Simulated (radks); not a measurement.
Problem. All-electron atom: Ho41+ in [Ar] 3d8. Calculated with a radial shooting solver on a logarithmic mesh with Libxc functionals: non-relativistic Kohn-Sham, PBE, spin-polarised, spherical densities, point nucleus; open shells are filled with parallel spins first (spin-orbit coupling, left out, can overturn this in heavy ions); relativity is left out, which matters for an element this heavy. Some entries of the table are withheld. Estimate them.

orbital,occ.,eigenvalue (hartree),r(max) (bohr),<r^2> (bohr^2)
1s up,1,-1977.892,0.01501,0.0006844
1s down,1,-1977.888,0.01501,0.0006844
2s up,1,-378.5507,0.08193,0.01075
2s down,1,-378.2394,0.08190,0.01074
2p up,3,-364.8119,0.06372,0.007971
2p down,3,-364.5868,0.06369,0.007962
3s up,1,-134.4175,0.2231,0.06459
3s down,1,-134.1391,0.2232,0.06471
3p up,3,-128.4865,0.2103,0.05959
3p down,3,-128.1853,0.2105,0.05972
3d up,5,-117.8938,(1),0.04598
3d down,3,-117.5057,(2),0.04613
4s up,0,-67.79148,0.4598,0.2382
4s down,0,-67.69935,0.4602,0.2387
4p up,0,-65.24175,0.4543,0.2348
4p down,0,-65.14441,0.4548,0.2353

Solution. 
(1) 3d up r(max) (bohr): 0.1658
(2) 3d down r(max) (bohr): 0.1660
